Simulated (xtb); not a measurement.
C2H7Ga, SMILES [GaH2][CH2]C. All values are semi-empirical tight-binding results from xtb (GFN2-xTB unless named), good for trends rather than for accurate numbers. Geometry: GFN2-xTB. The structure was generated by enumeration; whether it is a known compound was not checked.

For metal compounds this method's bond lengths and energies can be far off.

Q: Estimate the properties. (An estimate is asked for; the answer gives what the named calculation found.)

A: 
```json
{
 "orbital_gap": "4.83 eV",
 "zero_point_energy": "45.7 kcal/mol",
 "G − E(el) at 298.15 K (modified RRHO)": "27.1 kcal/mol"
}
```
